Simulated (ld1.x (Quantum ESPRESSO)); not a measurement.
Cutoff test, barium, TM

ld1.x (Quantum ESPRESSO) 7.5 input, shortened:

```
&input
   title='Ba', zed=56., rel=1, dft='PZ', iswitch=3,
   config='[Xe] 5d0 6s2 6p0'
 /
 &inputp
   pseudotype=2, tm=.true., lloc=-1, rcloc=2.30,
   nlcc=.true.
 /
3
5S  1  0   2.00   0.00  2.64  2.64  0.0
5P  2  1   6.00   0.00  1.85  1.85  0.0
5D  3  2   0.00   0.00  3.90  3.90  0.0
 &test
   configts(1)='5s2 5p6 5d0 6s2 6p0'
 /
```

Occupied shells without a wave of their own: 6s. They enter only through the test configuration that unscreens the potential, and ld1.x also counts them in the model core charge.

The pseudo-atom Hamiltonian at the reference potential is diagonalised in spherical Bessel functions j_l(qr) that vanish at 20 bohr, with q² up to the cutoff. All-electron valence levels (Ry): 5s -2.4842, 6s -0.2463, 5p -1.3820, 6p -0.0941, 5d -0.1571.

**Question.** How do the lowest levels (Ry) of each channel move with the cutoff, and are there ghosts?

**Answer.**

```json
{"cutoff (Ry)": "8", "s #1": "-2.4666", "s #2": "-0.2675", "p #1": "-1.3328", "p #2": "-0.0911", "p #3": "0.0486", "d #1": "-0.1543", "d #2": "0.0410", "f #1": "0.0847", "f #2": "0.1849", "Σ f·Δε (mRy)": "336.8"}
{"cutoff (Ry)": "10", "s #1": "-2.4764", "s #2": "-0.2676", "p #1": "-1.3336", "p #2": "-0.0912", "p #3": "0.0485", "d #1": "-0.1567", "d #2": "0.0406", "f #1": "0.0847", "f #2": "0.1848", "Σ f·Δε (mRy)": "312.3"}
{"cutoff (Ry)": "15", "s #1": "-2.4828", "s #2": "-0.2680", "p #1": "-1.3582", "p #2": "-0.0926", "p #3": "0.0480", "d #1": "-0.1571", "d #2": "0.0406", "f #1": "0.0847", "f #2": "0.1847", "Σ f·Δε (mRy)": "150.6"}
{"cutoff (Ry)": "18", "s #1": "-2.4830", "s #2": "-0.2691", "p #1": "-1.3690", "p #2": "-0.0934", "p #3": "0.0477", "d #1": "-0.1571", "d #2": "0.0406", "f #1": "0.0847", "f #2": "0.1847", "Σ f·Δε (mRy)": "83.8"}
{"cutoff (Ry)": "25", "s #1": "-2.4839", "s #2": "-0.2703", "p #1": "-1.3800", "p #2": "-0.0942", "p #3": "0.0474", "d #1": "-0.1571", "d #2": "0.0406", "f #1": "0.0847", "f #2": "0.1847", "Σ f·Δε (mRy)": "13.2"}
{"cutoff (Ry)": "30", "s #1": "-2.4842", "s #2": "-0.2706", "p #1": "-1.3805", "p #2": "-0.0943", "p #3": "0.0474", "d #1": "-0.1571", "d #2": "0.0406", "f #1": "0.0847", "f #2": "0.1847", "Σ f·Δε (mRy)": "9.4"}
{"cutoff (Ry)": "35", "s #1": "-2.4842", "s #2": "-0.2706", "p #1": "-1.3806", "p #2": "-0.0943", "p #3": "0.0474", "d #1": "-0.1571", "d #2": "0.0406", "f #1": "0.0847", "f #2": "0.1847", "Σ f·Δε (mRy)": "8.4"}
{"cutoff (Ry)": "45", "s #1": "-2.4842", "s #2": "-0.2706", "p #1": "-1.3816", "p #2": "-0.0944", "p #3": "0.0473", "d #1": "-0.1571", "d #2": "0.0406", "f #1": "0.0847", "f #2": "0.1847", "Σ f·Δε (mRy)": "2.6"}
{"cutoff (Ry)": "50", "s #1": "-2.4842", "s #2": "-0.2706", "p #1": "-1.3818", "p #2": "-0.0944", "p #3": "0.0473", "d #1": "-0.1571", "d #2": "0.0406", "f #1": "0.0847", "f #2": "0.1847", "Σ f·Δε (mRy)": "1.1"}
{"cutoff (Ry)": "60", "s #1": "-2.4842", "s #2": "-0.2706", "p #1": "-1.3820", "p #2": "-0.0944", "p #3": "0.0473", "d #1": "-0.1571", "d #2": "0.0406", "f #1": "0.0847", "f #2": "0.1847", "Σ f·Δε (mRy)": "0.3"}
{"cutoff (Ry)": "70", "s #1": "-2.4842", "s #2": "-0.2706", "p #1": "-1.3820", "p #2": "-0.0944", "p #3": "0.0473", "d #1": "-0.1571", "d #2": "0.0406", "f #1": "0.0847", "f #2": "0.1847", "Σ f·Δε (mRy)": "0.2"}
{"cutoff (Ry)": "400", "s #1": "-2.4842", "s #2": "-0.2706", "p #1": "-1.3820", "p #2": "-0.0944", "p #3": "0.0473", "d #1": "-0.1571", "d #2": "0.0406", "f #1": "0.0847", "f #2": "0.1847", "Σ f·Δε (mRy)": "0.0"}
```

Result: no extra level below or beside the all-electron valence levels (s, p, d, f tested); 10 mRy is reached at 30 Ry and 1 mRy at 55 Ry.

The potential misses its own reference levels by up to 0.3 eV. ld1.x takes every shell without a wave as core, so the model core holds the 6s electrons as well and exchange and correlation see them twice. This cancels in the reference configuration, but the file is broken for other ones, and its errors say nothing about a proper core correction. Its largest configuration-test error is -2004 meV.
